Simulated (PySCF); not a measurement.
chlorine atom (Cl), doublet; SCAN/pcseg-1 run with PySCF.

The PySCF input:
```python
from pyscf import gto, scf, dft

mol = gto.Mole()
mol.atom = '''
    Cl    0.00000000    0.00000000    0.00000000
'''
mol.basis = 'pcseg-1'
mol.spin = 1
mol.verbose = 4
mol.build()

mf = dft.UKS(mol)
mf.xc = 'scan'
mf.grids.prune = dft.gen_grid.treutler_prune
mf.kernel()
```

**Question.** Predict the main parts of the log of this PySCF run.

**Answer.** 
```
PySCF version 2.14.0

[INPUT] verbose = 4
[INPUT] num. atoms = 1
[INPUT] num. electrons = 17
[INPUT] charge = 0
[INPUT] spin (= nelec alpha-beta = 2S) = 1
[INPUT] symmetry False subgroup None
[INPUT] Mole.unit = angstrom
[INPUT] Symbol           X                Y                Z      unit          X                Y                Z       unit  Magmom
[INPUT]  1 Cl     0.000000000000   0.000000000000   0.000000000000 AA    0.000000000000   0.000000000000   0.000000000000 Bohr   0.0

nuclear repulsion = 0
number of shells = 3
number of NR pGTOs = 44
number of NR cGTOs = 18
basis = pcseg-1
ecp = {}

******** <class 'pyscf.dft.uks.UKS'> ********
method = UKS
initial guess = minao
damping factor = 0
level_shift factor = 0
DIIS = <class 'pyscf.scf.diis.CDIIS'>
diis_start_cycle = 1
diis_space = 8
diis_damp = 0
SCF conv_tol = 1e-09
SCF conv_tol_grad = None
SCF max_cycles = 50
direct_scf = True
direct_scf_tol = 1e-13
number electrons alpha = 9  beta = 8
XC library pyscf.dft.libxc version 7.1.2
    S. Lehtola, C. Steigemann, M. J. T. Oliveira, and M. A. L. Marques,  SoftwareX 7, 1–5 (2018)
XC functionals = scan
    J. Sun, A. Ruzsinszky, and J. P. Perdew,  Phys. Rev. Lett. 115, 036402 (2015)
    J. Sun, A. Ruzsinszky, and J. P. Perdew,  Phys. Rev. Lett. 115, 036402 (2015)
radial grids:
    Treutler-Ahlrichs [JCP 102, 346 (1995); DOI:10.1063/1.469408] (M4) radial grids

becke partition: Becke, JCP 88, 2547 (1988); DOI:10.1063/1.454033
pruning grids: <function treutler_prune>
grids dens level: 3
symmetrized grids: False
atomic radii adjust function: <function treutler_atomic_radii_adjust>
small_rho_cutoff = 0
Set gradient conv threshold to 3.16228e-05
tot grids = 18424
init E= -460.104275419946

cycle= 1 E= -460.147311961676  delta_E= -0.043  |g|= 0.0562  |ddm|= 0.786
cycle= 2 E= -460.14984834242  delta_E= -0.00254  |g|= 0.00904  |ddm|= 0.0818
cycle= 3 E= -460.149905630033  delta_E= -5.73e-05  |g|= 0.00451  |ddm|= 0.0233
cycle= 4 E= -460.1499207609  delta_E= -1.51e-05  |g|= 0.000922  |ddm|= 0.0108
cycle= 5 E= -460.1499234664  delta_E= -2.71e-06  |g|= 0.00056  |ddm|= 0.00604
cycle= 6 E= -460.149926054873  delta_E= -2.59e-06  |g|= 0.000552  |ddm|= 0.00664
cycle= 7 E= -460.149934871105  delta_E= -8.82e-06  |g|= 0.000505  |ddm|= 0.0241
cycle= 8 E= -460.149941185388  delta_E= -6.31e-06  |g|= 0.000397  |ddm|= 0.0199
cycle= 9 E= -460.14994795623  delta_E= -6.77e-06  |g|= 0.000347  |ddm|= 0.0519
cycle= 10 E= -460.149948040002  delta_E= -8.38e-08  |g|= 7.62e-05  |ddm|= 0.00151
cycle= 11 E= -460.149948042013  delta_E= -2.01e-09  |g|= 0.000105  |ddm|= 0.00683
cycle= 12 E= -460.14994805599  delta_E= -1.4e-08  |g|= 7.94e-05  |ddm|= 0.000562
cycle= 13 E= -460.149948058767  delta_E= -2.78e-09  |g|= 5.87e-05  |ddm|= 0.00108
cycle= 14 E= -460.149948074247  delta_E= -1.55e-08  |g|= 3.77e-05  |ddm|= 0.0013
cycle= 15 E= -460.149948103976  delta_E= -2.97e-08  |g|= 3.44e-05  |ddm|= 0.00343
cycle= 16 E= -460.14994810842  delta_E= -4.44e-09  |g|= 6.99e-06  |ddm|= 0.00147
cycle= 17 E= -460.149948108769  delta_E= -3.48e-10  |g|= 9.68e-07  |ddm|= 0.000427
Extra cycle  E= -460.149948108772  delta_E= -2.67e-12  |g|= 6.07e-07  |ddm|= 6.15e-06
converged SCF energy = -460.149948108772  <S^2> = 0.75318288  2S+1 = 2.0031803
```
